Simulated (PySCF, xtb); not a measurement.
Ge(OMe)(SiH3) (CH6GeOSi), SMILES C[O][Ge][SiH3] (connectivity only; charge and spin as stated), neutral, multiplicity 1. Other conformers were not sampled.

Harmonic wavenumbers (cm⁻¹) from GFN2-xTB (xtb) at its own minimum, in rising order: 78, 96, 124, 164, 240, 289, 298, 379, 452, 777, 835, 837, 1058, 1125, 1133, 1409, 1476, 1481, 2130, 2131, 2174, 2932, 2947, 2958.

What does PySCF with B3LYP-D3(BJ)/def2-SVP give at its own minimum? (An estimate is asked for; the answer gives what the named calculation found.)

73, 100, 142, 161, 263, 291, 346, 448, 583, 855, 936, 948, 1118, 1165, 1182, 1459, 1463, 1474, 2160, 2172, 2184, 2992, 3073, 3083. Paired by order, the mean absolute difference is 50 cm⁻¹ and the zero-point energies are 39.3 and 41.0 kcal/mol.
